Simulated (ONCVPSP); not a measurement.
**What one change does to a pseudopotential (rhodium, ONCV)**

* Element: Rh (Z = 45)
* Generator: ONCVPSP 4.0.1
* Type: optimised norm-conserving Vanderbilt (ONCV)
* Functional: PBE
* Relativity: scalar-relativistic
* Frozen core: [Kr]
* Valence charge: 9
* Reference configuration: 4d8 5s1
* Partial waves: 5s: rc 2.25 bohr, ncon 5, nbas 8, qcut 2.7 1/bohr, 3 projectors, debl 3.5 Ha; p scattering state at 0.35 Ha: rc 2.45 bohr, ncon 4, nbas 7, qcut 2.7 1/bohr, 2 projectors, debl 2.3 Ha; 4d: rc 1.40 bohr, ncon 3, nbas 8, qcut 6.6 1/bohr, 1 projector; f scattering state at 0.08 Ha: rc 1.70 bohr, ncon 3, nbas 7, qcut 6.9 1/bohr, 3 projectors, debl 2.5 Ha
* Local potential: polynomial inside 1.05 bohr (lpopt 3, dvloc0 2 Ha)
* Core correction: Teter function fitted to the true core (icmod 2), fcfact 0.7

All-electron outer shells of the reference configuration (PBE, scalar-relativistic, ld1.x):

| shell | level (eV) | outermost node (bohr) | outermost maximum (bohr) |
| --- | --- | --- | --- |
| 4p | -50.42 | 0.47 | 0.94 |
| 4d | -5.94 | 0.46 | 1.14 |
| 5s | -4.30 | 1.19 | 2.63 |

Change: d: rc 1.62.

Cutoffs: the cutoffs (Ha) at which the residual kinetic energy of the hardest occupied pseudo-wave falls to 1 and 0.1 mHa per electron; they do not see the model core or the augmentation charge, which bear on the density cutoff. Errors are all-electron minus pseudo energies relative to the spin-unpolarised reference configuration.

Problem. Predict the effect on cutoff, ghosts and configuration errors.

Solution. The potential gets softer (26 Ha and 123 Ha → 21 Ha and 65 Ha); both files keep a bound ghost (s); of the 4 tests that both files solve, the error grows in 0 and shrinks in 1 by more than 15 % and 0.3 meV (median size 8.5 → 8.0 meV). A larger radius leaves more room for a smooth pseudo-wave, so fewer plane waves are needed.

```csv
quantity,base,changed
"cutoff, loose",26 Ha,21 Ha
"cutoff, tight",123 Ha,65 Ha
loose cutoff by channel,"s 13 Ha, d 26 Ha","s 13 Ha, d 21 Ha"
bound ghosts,s,s
GHOST(+) flags under 300 eV,p at 31.3 eV,p at 31.3 eV
"error for 4d8 5s0, meV [ΔE 7.46 eV]",-2.6,-1.8
"error for 4d7 5s0, meV [ΔE 26.97 eV]",-14,-14
"error for 4d6 5s0, meV [ΔE 59.48 eV]",-243,-239
"error for 4d8 5s0.5, meV [ΔE 2.92 eV]",-1.2,-1.1
s: phases at 2.28 bohr within 0.05 rad from the reference energy up to (Ha; the scan ends near 5),to the end of the scan,to the end of the scan
p: phases at 2.48 bohr within 0.05 rad from the reference energy up to (Ha; the scan ends near 5),n/a,n/a
f: phases at 1.72 bohr within 0.05 rad from the reference energy up to (Ha; the scan ends near 5),to the end of the scan,to the end of the scan
"rms error of d²Exc/dni dnj with the model core, mHa",0.75,0.78
```

Changed file: The cutoffs count occupied waves only; projector 2 of the f channel, the hardest unoccupied one, needs 65 Ha at the loose tolerance. A true bound ghost makes a file unfit for plane-wave use even where its test errors are small: the radial tests pick states by their node count and pass the ghost by.
